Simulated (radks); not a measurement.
Problem. Excited configurations of the ruthenium ion Ru+: one electron is placed in a higher orbital outside [Kr] 4d6. The ground configuration is [Kr] 4d7. Method: Dirac Kohn-Sham, LDA (Slater exchange, Perdew-Wang correlation), spin-unpolarised, spherical densities, finite nucleus; open shells are shared between the two j in proportion to 2j + 1; Fermi nuclear charge, rms radius 4.4809 fm; computed with a radial shooting solver on a logarithmic mesh with Libxc functionals. Excitation = E - E(ground); binding = E(ion) - E, where the ion is the core of charge +2; n* = 2/sqrt(2 binding) in atomic units, and the quantum defect is n - n*. Eigenvalue and <r> are those of j = l + 1/2.

outer orbital  excitation (eV)  binding (eV)     n*  quantum defect  eigenvalue (eV)  <r> (bohr)
4f                      14.901         3.536  3.923           0.077           -2.494       8.493
5s                       2.716        15.721  1.861           3.139          -12.113       2.912
6p                      13.295         5.142  3.253           2.747           -3.983       7.862
7f                      17.160         1.277  6.529           0.471           -1.021       30.74

Estimate the row for 5d.

Solution. excitation (eV) 12.811; binding (eV) 5.626; n* 3.110; quantum defect 1.890; eigenvalue (eV) -4.067; <r> (bohr) 5.991. The Delta-SCF ionisation energy is 18.437 eV (NIST Atomic Spectra Database: 16.8 eV, semi-empirical). Self-interaction in the functional shifts the binding energies and quantum defects, so they are the method's values and not measured ones. Spin polarisation and multiplet splitting are left out, so open shells lie too high by an amount that depends on their filling. Sharing an open shell by 2j + 1 raises it above the true ground level by a part of the spin-orbit splitting, which enters the differences from NIST.

Beside tabulated values, note that spin-unpolarised runs miss the spin-polarisation part of the exchange energy of open shells.
